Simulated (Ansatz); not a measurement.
Reaction (formal exchange of groups at the Si–Ga bond): `[SiH3][SiH2][GaH2]` + `O[SiH2]O` → `O[SiH](O)[SiH2][SiH3]` + `[GaH3]`

Program: Ansatz. Geometries: PBE0-D4/def2-TZVP. ΔE: electronic, gas phase. CBS: MP2 limit from def2 TZ/QZ plus the TZ coupled-cluster correction, frozen cores. DFT in def2-TZVPP. B3LYP here is the variant with VWN-RPA as its local correlation; programs differ in this. For Ga outer-core shells are correlated without core-valence functions, which leaves a few kJ/mol of doubt a bond. Scalar relativity is left out up to krypton. One conformer a species, not always the lowest.

| level | ΔE (kcal/mol) | difference from CCSD(T)/CBS |
| --- | --- | --- |
| ωB97X-V | 6.0 | -2.0 |
| B2PLYP | 7.8 | -0.2 |
| PBE | 7.0 | -1.0 |
| r2SCAN | 7.1 | -0.9 |
| PBE0 | 7.2 | -0.8 |
| B3LYP | 7.8 | -0.2 |
| HF/def2-QZVPP | 7.8 | -0.2 |
| MP2/def2-QZVPP | 8.3 | 0.3 |
| HF/CBS(def2) | 7.8 | -0.2 |
| MP2/CBS(def2) | 8.4 | 0.4 |
| CCSD(T)/CBS | 8.0 | 0 |

Largest T1 diagnostic among the species: 0.014.

The D4 term adds −1.0 kcal/mol with B3LYP and −0.6 kcal/mol with PBE0; it sums over pairs of atoms, weighted by their polarisabilities, and B3LYP, whose exchange is more repulsive, gets the larger term.
